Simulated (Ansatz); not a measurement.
# Relative stability

The two ends of one reaction step of Si2NH9S, singlet (PBE0-D4/def2-TZVP).

A:

```csv
atom,x (Å),y (Å),z (Å)
Si1,-0.1543,0.2280,0.2228
S2,1.3029,-1.1805,-0.4826
H3,-0.2229,1.4374,-0.6356
H4,-1.5047,-0.3775,0.3411
Si5,0.5416,0.8884,2.3629
H6,-1.1250,-1.6661,-2.5613
N7,-0.9444,-0.6721,-2.4905
H8,2.0755,-1.1356,0.6165
H9,-0.4002,1.8745,2.9634
H10,1.8934,1.5124,2.3031
H11,0.6244,-0.2896,3.2716
H12,-0.2773,-0.4317,-3.2135
H13,-1.8090,-0.1879,-2.6979
```

B:

Si1  (-1.263, 0.564, -0.063)
S2  (1.651, -2.678, -0.743)
H3  (-2.142, 1.766, -0.202)
H4  (-2.116, -0.545, 0.440)
Si5  (0.444, 1.066, 1.460)
H6  (0.776, -1.690, -1.042)
N7  (-0.542, 0.016, -1.545)
H8  (1.739, -2.294, 0.539)
H9  (-0.133, 1.718, 2.667)
H10  (1.423, 2.001, 0.839)
H11  (1.171, -0.161, 1.882)
H12  (0.145, 0.611, -1.984)
H13  (-1.153, -0.373, -2.249)
(Å)

Program: Ansatz 0.2.0. Basis: def2-TZVPP. Cores are frozen in the correlated methods. B3LYP uses VWN-RPA correlation.

Which structure is lower at CCSD(T), and by how much? (An estimate is asked for; the value comes from the calculation.)

By the calculation: A, by 17.4 kJ/mol (electronic energy, against the other). By their contacts, A is a complex of Si₂H₆S ([SiH3][SiH2][SH]) + NH₃ and B is a complex of Si₂NH₇ ([NH2][SiH2][SiH3]) + H₂S.

All methods give the same order:

| method | E(B) − E(A) (kJ/mol) |
| --- | --- |
| SPW92 | 22.4 |
| PBE-D4 | 25.4 |
| BLYP-D4 | 17.3 |
| r2SCAN-D4 | 23.2 |
| B97M-V | 23.1 |
| PBE0-D4 | 24.4 |
| B3LYP-D4 | 16.5 |
| r2SCAN0-D4 | 22.9 |
| BHLYP-D4 | 16.2 |
| CAM-B3LYP-D4 | 11.3 |
| wB97X-V | 18.7 |
| wB97M-V | 21.5 |
| B2PLYP | 15.0 |
| PBE-QIDH | 22.6 |
| RPA on PBE | 14.6 |
| HF | 8.4 |
| MP2 | 19.8 |
| CCSD | 15.2 |
| CCSD(T) | 17.4 |

T1 diagnostic: at most 0.012.

Labels in which every atom is bracketed show which atoms are joined, not bond orders.

For scale, one of the runs: CCSD(T)/def2-TZVPP, 283 basis functions, launched by `ansatz run in.yaml --threads 8 --pin off --events-out ev --progress --plain --max-ram 19148MiB`. Time: 27 s of wall clock on 8 CPU threads of an Intel Xeon 6975P-C; the host was shared. Peak host memory: 8.3 GiB.
